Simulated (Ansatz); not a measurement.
`[CH3][Al]([F])[O][GeH3]` + `O[SiH3]` → `[SiH3][O][GeH3]` + `[CH3][Al]([OH])[F]`  (ligand exchange at a Ge–O bond)

Calculated with Ansatz (gas phase, PBE0-D4/def2-TZVP geometries, no zero-point term in ΔE). CBS: MP2 limit from def2 TZ/QZ plus the TZ coupled-cluster correction, frozen cores. DFT in def2-TZVPP. B3LYP here is the variant with VWN-RPA as its local correlation; programs differ in this. For Ge outer-core shells are correlated without core-valence functions, which leaves a few kJ/mol of doubt a bond. Scalar relativity is left out up to krypton. One conformer a species, not always the lowest.

```csv
level,ΔE (kJ/mol),difference from CCSD(T)/CBS
PBE-D4,-1.6,0.0
r2SCAN-D4,-0.9,0.7
PBE0-D4,-1.1,0.5
B3LYP-D4,-1.7,-0.1
ωB97X-V,-1.0,0.6
ωB97M-V,-1.3,0.3
B2PLYP,-0.4,1.2
PBE,-0.9,0.7
r2SCAN,-0.8,0.8
PBE0,-0.5,1.1
B3LYP,-0.4,1.2
HF/def2-TZVPP,1.0,2.6
MP2/def2-TZVPP,-0.8,0.8
SCS-MP2/def2-TZVPP,-0.3,1.3
CCSD/def2-TZVPP,-0.2,1.4
CCSD(T)/def2-TZVPP,-0.3,1.3
HF/def2-QZVPP,0.8,2.4
MP2/def2-QZVPP,-1.6,0.0
SCS-MP2/def2-QZVPP,-1.1,0.5
HF/CBS(def2),0.7,2.3
MP2/CBS(def2),-2.1,-0.5
CCSD/CBS(def2),-1.6,0.0
CCSD(T)/CBS,-1.6,0
```

Largest T1 diagnostic among the species: 0.012.
